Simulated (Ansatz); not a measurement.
C2H3AuN, SMILES [N+](#[C-]->[Au])C (connectivity only; charge and spin as stated), neutral, multiplicity 2. Atoms are numbered in the order given.

```xyz
7

Au    -0.1920    -0.8538     0.0000
C     -0.0759     3.5978     0.0000
N      0.2804     2.2306     0.0000
C      0.5313     1.0835     0.0000
H     -0.6732     3.8298    -0.8953
H      0.8264     4.2290     0.0000
H     -0.6732     3.8298     0.8953
```
Charge 0, spin multiplicity 2.

Geometry: B3LYP-D3(BJ)/def2-SVP. The spin state was assumed, not searched. The isomer is the one that the SMILES or the coordinates give; other isomers of the formula were not compared. The def2 effective core potentials stand for the cores of Au; spin–orbit coupling is left out.

Two levels are set side by side: PBE-D3(BJ)/def2-SVP (Ansatz, a program for electronic structure) and B3LYP-D3(BJ)/def2-SVP (Ansatz). Each level has its own optimised geometry; the coordinates shown are those of the second. Differences are taken from unrounded values.

| quantity | B3LYP-D3(BJ) | PBE-D3(BJ) | PBE-D3(BJ) minus B3LYP-D3(BJ) |
|---|---|---|---|
| mean bond length (Å) | 1.326 | 1.323 | -0.004 |
| bond Au1–C4 (Å) | 2.068 | 2.008 | -0.060 |
| bond C2–N3 (Å) | 1.413 | 1.409 | -0.004 |
| bond N3–C4 (Å) | 1.174 | 1.190 | 0.016 |
| bond C2–H5 (Å) | 1.101 | 1.110 | 0.009 |
| bond C2–H6 (Å) | 1.101 | 1.110 | 0.009 |
| bond C2–H7 (Å) | 1.101 | 1.110 | 0.009 |
